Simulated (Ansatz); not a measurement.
Basis sets compared for Ga(PF3)H3 (GaPH₃F₃). Total charge 0; singlet. Geometry PBE0-D4/def2-SVP. Ansatz on 2 threads of Arm Neoverse V2 on a shared host; times are rough, and most runs start from earlier orbitals.

```xyz
8

F     1.7178    1.3820   -0.4362
F     0.4625    0.2959   -2.1770
F     1.8760   -1.0007   -0.7256
Ga   -1.1448   -0.1911    0.9423
P     0.7789    0.1302   -0.6401
H    -1.6650   -1.4890    0.2208
H    -1.8005    1.1986    0.6042
H    -0.2250   -0.3260    2.2116
```

Another isomer (singlet) lies 1.34 eV lower at PBE0-D4/def2-TZVP; other spin states weren't run for this one.

Binding counts from free atoms (F doublet, Ga doublet, P quartet, H doublet) in the same basis, without a counterpoise term.

```
           level  functions  energy (Eh)  HOMO (eV)  LUMO (eV)  binding per atom (eV)  wall time
 PBE-D4/def2-SVP        107   -2566.2752      -7.27      -1.61                   3.08      1.2 s
PBE0-D4/def2-SVP        107   -2566.3404      -8.57      -0.77                   2.94      1.8 s
```

**Question.** Estimate the rows for PBE-D4/def2-TZVP (with forces), PBE0-D4/def2-TZVP.

**Answer.** 
```json
{"level": "PBE-D4/def2-TZVP (with forces)", "functions": "196", "energy (Eh)": "-2567.0457", "HOMO (eV)": "-7.35", "LUMO (eV)": "-1.95", "binding per atom (eV)": "3.13", "wall time": "2.6 s"}
{"level": "PBE0-D4/def2-TZVP", "functions": "196", "energy (Eh)": "-2567.1084", "HOMO (eV)": "-8.59", "LUMO (eV)": "-1.04", "binding per atom (eV)": "3.03", "wall time": "3.4 s"}
```
